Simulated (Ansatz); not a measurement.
CH2OSe (`OC=[Se]`), 5 atoms. Total charge 0; spin multiplicity 1. Correlated methods include outer-core shells of Se, which these sets cover unevenly. Scalar relativity is left out up to krypton. All runs use 2 threads of an Arm Neoverse V2 on a shared host. Correlated methods freeze the cores. Open-shell runs search over several starts.

**Question.** How many basis functions does each run have, and how long does it take in Ansatz? RKS PBE0-D4/def2-TZVP frequencies; RHF-MP2/def2-QZVPP energy; direct RPA on PBE orbitals/def2-TZVPP energy; RKS ωB97M-V/def2-SVP energy; RHF-CCSD(T)/def2-TZVPP energy; UKS PBE-D4/def2-TZVPP energy of the cation; RKS BLYP-D4/def2-TZVPP energy; RKS r2SCAN0-D4/def2-TZVPP energy; RKS PBE0-D4/def2-SVP energy; UKS PBE0-D4/def2-TZVPP energy of the cation; RKS SPW92 (LDA)/def2-TZVPP energy; RHF-CCSD(T)/def2-SVP energy. (An estimate is asked.)

**Answer.** Ansatz gave: Other jobs shared the machine, so times are rough.

```json
{"level": "RKS SPW92 (LDA)/def2-TZVPP", "job": "energy", "functions": "138", "wall time": "0.7 s", "peak host memory (GiB)": "0.13"}
{"level": "RKS PBE0-D4/def2-SVP", "job": "energy", "functions": "70", "wall time": "0.8 s", "peak host memory (GiB)": "0.3"}
{"level": "RKS BLYP-D4/def2-TZVPP", "job": "energy", "functions": "138", "wall time": "1.1 s", "peak host memory (GiB)": "0.14"}
{"level": "RHF-CCSD(T)/def2-SVP", "job": "energy", "functions": "70", "wall time": "1.7 s", "peak host memory (GiB)": "0.3"}
{"level": "direct RPA on PBE orbitals/def2-TZVPP", "job": "energy", "functions": "138", "wall time": "2.7 s", "peak host memory (GiB)": "0.3"}
{"level": "UKS PBE0-D4/def2-TZVPP", "job": "energy of the cation", "functions": "138", "wall time": "2.8 s", "peak host memory (GiB)": "0.3"}
{"level": "RKS r2SCAN0-D4/def2-TZVPP", "job": "energy", "functions": "138", "wall time": "2.8 s", "peak host memory (GiB)": "0.3"}
{"level": "UKS PBE-D4/def2-TZVPP", "job": "energy of the cation", "functions": "138", "wall time": "3.1 s", "peak host memory (GiB)": "0.3"}
{"level": "RKS ωB97M-V/def2-SVP", "job": "energy", "functions": "70", "wall time": "3.3 s", "peak host memory (GiB)": "0.3"}
{"level": "RHF-MP2/def2-QZVPP", "job": "energy", "functions": "263", "wall time": "9 s", "peak host memory (GiB)": "0.76"}
{"level": "RHF-CCSD(T)/def2-TZVPP", "job": "energy", "functions": "138", "wall time": "21 s", "peak host memory (GiB)": "0.82"}
{"level": "RKS PBE0-D4/def2-TZVP", "job": "frequencies", "functions": "122", "wall time": "39 s", "peak host memory (GiB)": "0.3"}
```
